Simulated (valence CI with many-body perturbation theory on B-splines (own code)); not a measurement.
La⁵²⁺: calculated level list

Method: relativistic CI+MBPT: three valence electrons over a frozen Dirac-Fock core [He], a basis of 11 s, 11 p, 10 d, 8 f, 5 g, 2 h functions for each j, with the one-electron correlation potential Σ1, the two-electron term Σ2, the three-electron term Σ3, Breit, model QED; selected CI, second order for the rest, scaled by the run's own slope (own B-spline code, finite nucleus).

No measured spectrum was set against this ion. As an estimate, large intervals hold to a few tenths of a per cent, small ones and those within an open d or f shell to about a per cent.

Levels 91 to 135 of 167, with energies above the lowest level, (2s^2 2p1/2) J=1/2. "Leading %" is the weight of the configuration and term that name the level; weights of strongly mixed levels are sums over their largest components and can fall short. In the jj column 3d3/2^4 stands for four electrons in 3d with j = 3/2. Lifetimes count E1, E2, E3, M1 and M2 decay at the calculated energies, and are blank where another channel may lead or the interval is too uncertain; long ones can be off by a factor of two.

```csv
No.,Configuration,Term,J,E (× 10³ cm⁻¹),Leading %,g,Lifetime,Second component,Leading jj
91,2p2 3p,2P°,1/2,55295,86,0.657,6.39 fs,8 % 2p2 3p 4D°,2p1/2 2p3/2 3p3/2 (99 %)
92,2p2 3d,2G,7/2,55344,49,1.031,281 fs,25 % 2p2 3d 4F,2p1/2 2p3/2 3d3/2 (96 %)
93,2p2 3d,2D,5/2,55444,33,1.160,1.70 fs,31 % 2p2 3d 2F,2p1/2 2p3/2 3d3/2 (90 %)
94,2p2 3d,2D,3/2,55485,46,1.080,1.72 fs,23 % 2p2 3d 2P,2p1/2 2p3/2 3d3/2 (93 %)
95,2p2 3d,4D,7/2,55511,47,1.301,52.1 fs,36 % 2p2 3d 4F,2p1/2 2p3/2 3d5/2 (99 %)
96,2p2 3d,4P,1/2,55548,36,1.720,1.41 fs,33 % 2p2 3d 2P,2p1/2 2p3/2 3d3/2 (99 %)
97,2p2 3d,2P,3/2,55638,37,1.367,2.07 fs,34 % 2p2 3d 4P,2p1/2 2p3/2 3d5/2 (93 %)
98,2p2 3d,2G,9/2,55640,62,1.180,423 fs,38 % 2p2 3d 4F,2p1/2 2p3/2 3d5/2 (100 %)
99,2p2 3d,2F,5/2,55649,41,1.136,1.84 fs,27 % 2p2 3d 4D,2p1/2 2p3/2 3d5/2 (92 %)
100,2p2 3d,2D,5/2,55769,60,1.233,1.26 fs,24 % 2p2 3d 4P,2p1/2 2p3/2 3d5/2 (96 %)
101,2p2 3d,2F,7/2,55813,67,1.119,1.23 fs,16 % 2p2 3d 2G,2p1/2 2p3/2 3d5/2 (96 %)
102,2p2 3d,2D,3/2,55847,59,0.962,1.83 fs,29 % 2p2 3d 2P,2p1/2 2p3/2 3d5/2 (99 %)
103,2p2 3d,2P,1/2,55884,61,1.147,1.66 fs,33 % 2p2 3d 2S,2p1/2 2p3/2 3d5/2 (99 %)
104,2p2 3s,4P,5/2,57201,63,1.433,35.5 fs,37 % 2p2 3s 2D,2p3/2^2 3s (100 %)
105,2p2 3s,2P,3/2,57271,54,1.161,10.5 fs,35 % 2p2 3s 2D,2p3/2^2 3s (99 %)
106,2p2 3s,2S,1/2,57638,70,1.980,17.6 fs,19 % 2p2 3s 4P,2p3/2^2 3s (99 %)
107,2p2 3p,2P°,3/2,57684,26,1.431,4.91 fs,25 % 2p2 3p 4P°,2p3/2^2 3p1/2 (100 %)
108,2p2 3p,2D°,5/2,57705,41,1.174,4.81 fs,26 % 2p2 3p 2F°,2p3/2^2 3p1/2 (99 %)
109,2p2 3p,2P°,1/2,58100,76,0.662,4.91 fs,16 % 2p2 3p 4D°,2p3/2^2 3p1/2 (98 %)
110,2p2 3p,2D°,5/2,58643,53,1.305,6.10 fs,37 % 2p2 3p 4P°,2p3/2^2 3p3/2 (100 %)
111,2p2 3p,4D°,7/2,58644,63,1.307,6.45 fs,37 % 2p2 3p 2F°,2p3/2^2 3p3/2 (100 %)
112,2p2 3p,2P°,1/2,58658,58,1.242,5.71 fs,31 % 2p2 3p 2S°,2p3/2^2 3p3/2 (98 %)
113,2p2 3p,2P°,3/2,58954,62,1.304,6.02 fs,15 % 2p2 3p 2D°,2p3/2^2 3p3/2 (100 %)
114,2p2 3d,2D,3/2,59091,33,1.157,1.98 fs,24 % 2p2 3d 4P,2p3/2^2 3d3/2 (99 %)
115,2p2 3d,4D,5/2,59101,29,1.174,2.01 fs,22 % 2p2 3d 2F,2p3/2^2 3d3/2 (95 %)
116,2p2 3d,2F,7/2,59119,39,1.095,1.91 fs,29 % 2p2 3d 2G,2p3/2^2 3d3/2 (99 %)
117,2p2 3d,2P,1/2,59125,42,1.412,1.92 fs,39 % 2p2 3d 4P,2p3/2^2 3d3/2 (93 %)
118,2p2 3p,2P°,3/2,59140,65,1.314,5.91 fs,13 % 2p2 3p 2D°,2p3/2^2 3p3/2 (99 %)
119,2p2 3d,2F,7/2,59277,53,1.224,223 fs,37 % 2p2 3d 4D,2p3/2^2 3d5/2 (99 %)
120,2p2 3d,4F,9/2,59285,62,1.236,325 fs,38 % 2p2 3d 2G,2p3/2^2 3d5/2 (100 %)
121,2p2 3d,2P,1/2,59392,47,1.441,2.51 fs,32 % 2p2 3d 2S,2p3/2^2 3d5/2 (93 %)
122,2p2 3d,2P,3/2,59464,39,1.060,2.04 fs,34 % 2p2 3d 2D,2p3/2^2 3d3/2 (50 %)
123,2p2 3d,2D,5/2,59545,61,1.172,1.56 fs,12 % 2p2 3d 2F,2p3/2^2 3d5/2 (96 %)
124,2p2 3d,2D,3/2,59613,69,0.970,1.24 fs,11 % 2p2 3d 2P,2p3/2^2 3d5/2 (50 %)
125,2p2 3d,2D,5/2,59795,68,1.184,2.10 fs,12 % 2p2 3d 2F,2p3/2^2 3d5/2 (98 %)
126,2s2 4s,2S,1/2,63668,98,1.996,18.0 fs,,2s^2 4s (98 %)
127,2s2 4p,2P°,1/2,63867,98,0.660,30.5 fs,,2s^2 4p1/2 (98 %)
128,2s2 4p,2P°,3/2,64312,97,1.330,38.1 fs,,2s^2 4p3/2 (97 %)
129,2s2 4d,2D,3/2,64459,98,0.795,3.90 fs,,2s^2 4d3/2 (98 %)
130,2s2 4d,2D,5/2,64590,98,1.196,4.26 fs,,2s^2 4d5/2 (98 %)
131,2s 2p 4s,4P°,1/2,64600,77,2.200,19.8 fs,22 % 2s 2p 4s 2P°,2s 2p1/2 4s (100 %)
132,2s2 4f,2F°,5/2,64674,98,0.852,8.74 fs,,2s^2 4f5/2 (98 %)
133,2s2 4f,2F°,7/2,64735,98,1.138,8.90 fs,,2s^2 4f7/2 (98 %)
134,2s 2p 4p,4D,1/2,64778,66,0.425,15.1 fs,21 % 2s 2p 4p 2P,2s 2p1/2 4p1/2 (100 %)
135,2s 2p 4s,4P°,3/2,64791,62,1.562,18.3 fs,37 % 2s 2p 4s 2P°,2s 2p1/2 4s (98 %)
```
